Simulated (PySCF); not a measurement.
F₂H₅NOSi₂, SMILES N[SiH2]O[SiH](F)F.

The structure is a stationary point at r2SCAN-D4/def2-SVP. The structure was generated by enumeration, and PubChem lists no compound with its InChIKey, so it may never have been made. One conformer was computed; it need not be the lowest.

Level of theory: M06-2X/def2-TZVP run with PySCF.

Isolated molecule, no solvent.

### Question
Estimate the frontier levels, gap, dipole moment and polarisability. (Estimate from the structure and the level; the computed values follow.)

### Answer

| Item | Result |
|---|---|
| highest occupied level | -9.54 eV |
| lowest empty level | 1.10 eV |
| orbital gap | 10.64 eV |
| dipole moment | 2.27 D |
| quadrupole, principal values (traceless, Buckingham form, about the centre of nuclear charge) | -4.05, 1.15, 2.90 D·Å |
| mean static polarisability | 54.3 bohr³ (8.05 Å³) |
| polarisability, principal values | 50.3, 53.0, 59.6 bohr³ |
